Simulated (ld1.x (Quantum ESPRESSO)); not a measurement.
**What the settings do to the ultrasoft potential of fluorine (F)**

Base potential:

ld1.x (Quantum ESPRESSO) 7.5 input, shortened:

```
&input
   title='F', zed=9., rel=1, dft='PBE', iswitch=3,
   config='[He] 2s2 2p5 3d-2'
 /
 &inputp
   pseudotype=3, tm=.true., lloc=-2, rcloc=0.95,
   nlcc=.true.,
   which_augfun='PSQ', rmatch_augfun_nc=.true.
 /
5
2S  1  0   2.00   0.00  0.65  0.80  0.0
2S  1  0   0.00  -0.60  0.65  0.80  0.0
2P  2  1   5.00   0.00  0.75  1.00  0.0
2P  2  1   0.00   0.40  0.75  1.00  0.0
3D  3  2  -2.00   0.40  0.75  0.85  0.0
 &test
   configts(1)='2s2 2p5'
 /
```

All-electron outer shells of the reference configuration (PBE, scalar-relativistic, ld1.x):

```
shell  level (eV)  outermost node (bohr)  outermost maximum (bohr)
   1s     -663.37                      –                      0.11
   2s      -29.90                   0.24                      0.76
   2p      -11.11                      –                      0.71
```

Cutoffs, loose and tight: the cutoffs (Ry, on a coarse ladder) from which the occupation-weighted sum of valence levels, in a spherical-Bessel basis at the reference potential, stays within 10 and 1 mRy of its value at 400 Ry. They do not see the model core or the augmentation charge, which bear on the density cutoff. Test errors are all-electron minus pseudo excitation energies from the reference, over the configurations 2s2 2p4; 2s2 2p3; 2s2 2p2; 2s1 2p6; 2s2 2p1; 2s2 2p5.3; 2s1 2p5. A dash means not determined; rows that change the core or the reference have their own tests.

```tsv
change	outcome	cutoff, loose	cutoff, tight	bound ghosts	largest test error (meV)
base	generated	70 Ry	140 Ry	none	+187
wave 2p channel at 0.4 Ry: rcut 0.75, rcutus 1.00 bohr becomes 2p channel at -0.66 Ry: rcut 0.75, rcutus 1.00 bohr	generated	70 Ry	140 Ry	none	+207
wave 2p channel at 0.4 Ry: rcut 0.75, rcutus 1.00 bohr becomes 2p channel at -0.54 Ry: rcut 0.75, rcutus 1.00 bohr	generated	70 Ry	140 Ry	none	+199
wave 2p channel at 0.4 Ry: rcut 0.75, rcutus 1.00 bohr becomes 2p channel at -0.16 Ry: rcut 0.75, rcutus 1.00 bohr	generated	70 Ry	140 Ry	none	+192
wave 2p channel at 0.4 Ry: rcut 0.75, rcutus 1.00 bohr becomes 2p channel at 0.61 Ry: rcut 0.75, rcutus 1.00 bohr	generated	70 Ry	140 Ry	none	+185
wave 2p channel at 0.4 Ry: rcut 0.75, rcutus 1.00 bohr becomes 2p channel at 1.62 Ry: rcut 0.75, rcutus 1.00 bohr	generated	70 Ry	140 Ry	none	+175
```

(1) What comes out with this change to the base: wave 2p channel at 0.4 Ry: rcut 0.75, rcutus 1.00 bohr becomes 2p channel at 4.32 Ry: rcut 0.75, rcutus 1.00 bohr?

Answers

(1) outcome: generated; cutoff, loose: 80 Ry; cutoff, tight: 140 Ry; bound ghosts: none; largest test error (meV): +189.
